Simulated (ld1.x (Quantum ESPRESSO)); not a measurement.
# Cr (Z = 24): from the effect back to the setting (RRKJ)

Base potential:

| Property | Result |
| --- | --- |
| Element | Cr (Z = 24) |
| Generator | ld1.x (Quantum ESPRESSO) 7.5 |
| Type | norm-conserving RRKJ (Kleinman–Bylander form) |
| Functional | LDA (PZ) |
| Relativity | fully relativistic |
| Frozen core | [Ar] |
| Valence charge | 6 |
| Reference configuration | 3d5 4s0 4p0 (charge +1) |
| Partial waves | 4p (bound, empty): rc 3.20 bohr; 3d (bound): rc 1.05 bohr; 4s (bound, empty): rc 2.10 bohr |
| Local potential | the s channel |
| Core correction | none |
| rho0 | 0.001 |

Open shells are filled in proportion to 2j + 1 (rel_dist='average').

Cutoffs, loose and tight: the cutoffs (Ry, on a coarse ladder) from which the occupation-weighted sum of valence levels, in a spherical-Bessel basis at the reference potential, stays within 10 and 1 mRy of its value at 400 Ry. They do not see the model core or the augmentation charge, which bear on the density cutoff. Test errors are all-electron minus pseudo excitation energies from the reference, over the configurations 3d5 4s1 4p0; 3d4 4s0 4p0; 3d3 4s0 4p0; 3d5 4s0.5 4p0; 3d5.5 4s0.5 4p0; 3d4 4s1 4p1; 3d6 4s0 4p0; variants that change the core or the reference have their own tests.

Only the scale of all radii (base = 1) is moved (1 further runs of the sweep failed or gave no value and are left out):

```json
{"scale of all radii (base = 1)": "0.79", "cutoff, loose": "200 Ry", "cutoff, tight": "230 Ry", "bound ghosts": "p3/2, p1/2", "largest test error (meV)": "-1134"}
{"scale of all radii (base = 1)": "0.91", "cutoff, loose": "160 Ry", "cutoff, tight": "180 Ry", "bound ghosts": "none", "largest test error (meV)": "-1232"}
{"scale of all radii (base = 1)": "1.02", "cutoff, loose": "140 Ry", "cutoff, tight": "160 Ry", "bound ghosts": "none", "largest test error (meV)": "-1234"}
{"scale of all radii (base = 1)": "1.38", "cutoff, loose": "80 Ry", "cutoff, tight": "110 Ry", "bound ghosts": "none", "largest test error (meV)": "-1044"}
```

Task: One more run gave cutoff, loose: 90 Ry; cutoff, tight: 110 Ry; bound ghosts: none; largest test error (meV): -1124. Which value of the scale of all radii (base = 1) was used?

Result: 1.25. The loose cutoff moves one way along this sweep, from 200 Ry at 0.79 to 80 Ry at 1.38, which places the run between 1.02 and 1.38.
